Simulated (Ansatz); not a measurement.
The same path of AlFH4N2 + H4Si (13 atoms, charge 0, multiplicity 1) was run twice with different band settings. Lost on the way: Si9–H13. Made: Al1–Si9, F2–H13.

Computed with RKS PBE0-D4/def2-SVP in Ansatz 0.2.0.

Relaxed end points:

```xyz
13
Properties=species:S:1:pos:R:3
Al 0.111 -0.305 -0.085
F -0.052 -1.267 1.269
N 1.651 -0.311 -0.947
H 2.488 -0.768 -0.605
H 1.831 0.114 -1.848
N -1.345 0.500 -0.713
H -2.270 0.368 -0.321
H -1.413 0.980 -1.603
Si -0.108 2.641 1.132
H 0.619 3.550 2.074
H 0.236 3.036 -0.261
H -1.566 2.714 1.410
H 0.409 1.262 1.438
```

```xyz
13
Properties=species:S:1:pos:R:3
Al -0.022 0.543 -0.336
F -0.002 -0.041 1.683
N 1.474 0.051 -1.162
H 1.650 -0.868 -1.551
H 2.288 0.642 -1.285
N -1.558 -0.268 -0.739
H -1.824 -0.503 -1.688
H -2.348 -0.402 -0.119
Si 0.161 2.783 0.706
H 0.254 2.434 2.207
H 1.406 3.590 0.496
H -1.008 3.720 0.673
H 0.121 0.832 2.056
```

Common settings: movable images 7; climbing image yes; spring 5.0 eV/Å²; optimiser quadratic models (default); start path through a guess of the saddle point; iteration limit 60; end points relaxed.

| run | force threshold |
| --- | --- |
| 1 | 0.05 eV/Å |
| 2 | 0.5 eV/Å |

**Question.** What does each run give, and how far can it be trusted?

**Answer.** Run 1: converged after 21 iterations, highest image 1.829 eV above the first end. The profile has 2 maxima (images 4, 6) with wells between them (image 5): this band takes more than one step, which may be the mechanism or a detour left from its start path. Neighbouring images differ by up to 1.6 eV, so the band resolves the path poorly. A vibrational analysis at the climbing image gives 2 clearly imaginary modes (562i, 60i cm⁻¹): a point of higher order. A lower path may pass nearby, or the ends, which weren't checked, may share the extra mode.
Run 2: converged after 15 iterations, highest image 1.613 eV above the first end. The threshold of 0.5 eV/Å is loose, so the images may lie well off the minimum-energy path. The profile has 2 maxima (images 2, 6) with wells between them (image 3): this band takes more than one step, which may be the mechanism or a detour left from its start path. The order of the point at the top wasn't checked.
The orbitals stay closed-shell, which can raise the energy where a bond breaks towards radicals; this wasn't checked here.
